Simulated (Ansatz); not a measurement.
Two isomers of C6H17ClHfN2O: A = `CC[O][Hf]([Cl])([N](C)C)[N](C)C`, B = `CC[N](CC)[Hf]([OH])([Cl])[N](C)C`.

Program: Ansatz. Geometries: PBE0-D4/def2-TZVP. ΔE: electronic, gas phase. CCSD(T)/CBS adds triple-zeta CCSD(T) − MP2 to the extrapolated MP2 energy (def2 sets, frozen cores). Functionals use def2-TZVPP. B3LYP here is the variant with VWN-RPA as its local correlation; programs differ in this. Elements past krypton have def2 core potentials. For Hf outer-core shells are correlated without core-valence functions, which leaves a few kJ/mol of doubt a bond. Each species was taken in one conformer, which may not be the lowest.

Problem. Which is lower in electronic energy at CCSD(T)/CBS, and by how much? (Best estimate.)

Solution. The calculation gave: B, by 10.1 kcal/mol.

Problem. Give E(B) − E(A) in kcal/mol with B3LYP-D4, PBE0-D4, MP2/def2-TZVPP, CCSD(T)/def2-TZVPP, CCSD(T)/def2-SVP, LDA (SPW92), B2PLYP. (Estimate.)

Solution. Computed: B3LYP-D4 -6.8, PBE0-D4 -8.6, MP2/def2-TZVPP -10.6, CCSD(T)/def2-TZVPP -9.1, CCSD(T)/def2-SVP -6.3, LDA (SPW92) -11.1, B2PLYP -6.6. None reverses the order clearly.

Largest T1 diagnostic: 0.014.

From PBE to PBE0 (25 % exact exchange), in def2-TZVPP and without D4, E(B) − E(A) moves by −0.8 kcal/mol. The D4 term adds −2.3 kcal/mol with B3LYP and −1.2 kcal/mol with PBE0; it sums over pairs of atoms, weighted by their polarisabilities, and B3LYP, whose exchange is more repulsive, gets the larger term.
